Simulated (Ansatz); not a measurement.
GaH₂F, singlet: a single point away from equilibrium.

Input (in.yaml):

```yaml
crystal:
  periodic: [false, false, false]
  atoms:
    - {symbol: Ga, position_ang: [-0.066700, 0.190400, 0.503400]}
    - {symbol: F, position_ang: [1.015700, -0.960300, -0.937400]}
    - {symbol: H, position_ang: [0.058700, -0.430800, -1.495600]}
    - {symbol: H, position_ang: [-0.943700, 1.286700, 1.834800]}
basis:
  gaussian: {orbitals: def2-TZVPP}
hamiltonian: {xc: {name: wB97M-V}}
output: {forces: true}
```

Run by:

```bash
ansatz run in.yaml --threads 4 --pin off --events-out ev --progress --plain --max-ram 5222MiB
```

What Ansatz 0.2.0 printed:

```
Functional definition: wB97M-V
  name "wB97M-V"
  cite "Mardirossian & Head-Gordon, J. Chem. Phys. 144, 214110 (2016) doi:10.1063/1.4952647"
  cite "Becke, J. Chem. Phys. 107, 8554 (1997) doi:10.1063/1.475007"
  cite "Vydrov & Van Voorhis, J. Chem. Phys. 133, 244103 (2010) doi:10.1063/1.3521275"
  # Of w^i u^j: cxij and so on, Table III.
  parameter omega = 0.3/bohr
  parameter cx = 0.15
  parameter cx01 = 1.007
  parameter cx10 = 0.259
  parameter css00 = 0.443
  parameter css04 = -1.437
  parameter css10 = -4.535
  parameter css20 = -3.390
  parameter css43 = 4.278
  parameter cos00 = 1.000
  parameter cos10 = 1.358
  parameter cos20 = 2.924
  parameter cos21 = -8.812
  parameter cos60 = -1.390
  parameter cos61 = 9.142
  parameter b = 6.0
  parameter c = 0.01
  gx(w, u) = 1 - cx + cx01*u + cx10*w
  gss(w, u) = css00 + css04*u^4 + css10*w + css20*w^2 + css43*w^4*u^3
  gos(w, u) = cos00 + cos10*w + (cos20 + cos21*u)*w^2 + (cos60 + cos61*u)*w^6
  exchange = spin_sum(e_x_unif_sr(omega)*gx(b97_w, b97_u_x)) + cx*exact_x_sr(omega) + exact_x_lr(omega)
  correlation = spin_sum(e_c_pw_mod_same_spin*gss(b97_w, b97_u_same))
      + integral(e_c_pw_mod_opposite_spin*gos(b97_w_opposite, b97_u_opposite)) + vv10(b, c)
677 factors; their error is unknown
151 factors; integrals over basis functions are off by at most 8.5e-6 eV
mean field evaluation 1: about -55119.2587 eV, gradient 3.7e1 eV
mean field evaluation 2: about -55117.7934 eV, gradient 5.5e1 eV
mean field evaluation 4: about -55121.5720 eV, gradient 1.8e0 eV
mean field evaluation 8: about -55121.5782 eV, gradient 5.0e-2 eV
mean field evaluation 16: about -55121.6925 eV, gradient 2.3e-4 eV
mean field -55121.69251698 eV, -2025.6848371740 hartree, gradient 7.8e-5 eV, S^2 0.000000; 0 other end points of the search recorded, 0 dependent functions left out
the calculation of the forces begins
reference -55121.69255756 eV, -2025.6848386651 hartree; 21, 21 occupied and 86, 86 virtual orbitals, 677 factors
Total energy: -55121.69255756 eV, -2025.6848386651 hartree
Atom 0 at    -0.066700     0.190400     0.503400 Å, force    -2.074601     1.740510     0.961022 eV/Å
Atom 1 at     1.015700    -0.960300    -0.937400 Å, force    -1.541419     0.510250    -2.467104 eV/Å
Atom 2 at     0.058700    -0.430800    -1.495600 Å, force     2.682539    -1.392174     2.087535 eV/Å
Atom 3 at    -0.943700     1.286700     1.834800 Å, force     0.933481    -0.858586    -0.581453 eV/Å
Dipole moment:     0.044526    -0.088402    -0.169425 e Å
```

The run took about 3.4 s on 4 CPU threads of an Arm Neoverse N1 (shared host).
